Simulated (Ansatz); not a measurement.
```yaml
crystal:
  periodic: [false, false, false]
  atoms:
    - {symbol: O, position_ang: [-0.766924, 0.275057, -0.388346]}
    - {symbol: Sb, position_ang: [0.766924, -0.275057, 0.388346]}
basis:
  gaussian: {orbitals: STO-3G}
total_charge: 1
hamiltonian: {xc: {name: revPBE0}, dispersion: d3bj}
```

```sh
$ ansatz run in.yaml --threads 2 --pin off --events-out ev --progress --plain --max-ram 32768MiB --backend cpu
```

It prints (some lines left out):

```
Functional definition: revPBE0
  name "revPBE0"
  cite "Zhang & Yang, Phys. Rev. Lett. 80, 890 (1998) doi:10.1103/PhysRevLett.80.890"
  cite "Adamo & Barone, J. Chem. Phys. 110, 6158 (1999) doi:10.1063/1.478522"
  cite "Perdew, Burke & Ernzerhof, Phys. Rev. Lett. 77, 3865 (1996) doi:10.1103/PhysRevLett.77.3865"
  parameter a = 0.25
  parameter kappa = 1.245
  parameter beta = 0.06672455060314922
  exchange = (1 - a)*pbe_x(kappa = kappa, mu = beta*pi^2/3) + a*exact_x
  correlation = pbe_c(beta = beta)
337 factors; integrals over basis functions are off by at most 2.4e-5 eV
mean field evaluation 1: about -172152.8435 eV, gradient 5.3e1 eV
mean field evaluation 2: about -172043.7283 eV, gradient 1.0e2 eV
mean field evaluation 4: about -172156.3791 eV, gradient 5.3e1 eV
mean field evaluation 8: about -172169.9316 eV, gradient 3.4e1 eV
mean field -172172.97145573 eV, -6327.2399979665 hartree, gradient 3.1e-5 eV, S^2 0.000000; 0 other end points of the search recorded, 0 dependent functions left out
reference -172172.97146653 eV, -6327.2399983634 hartree; 29, 29 occupied and 3, 3 virtual orbitals, 337 factors
Total energy: -172173.01775635 eV, -6327.2416994827 hartree
```

Run time 0.3 s (2 threads of an AMD EPYC 7R13 on a shared host); peak host memory 0.24 GiB.
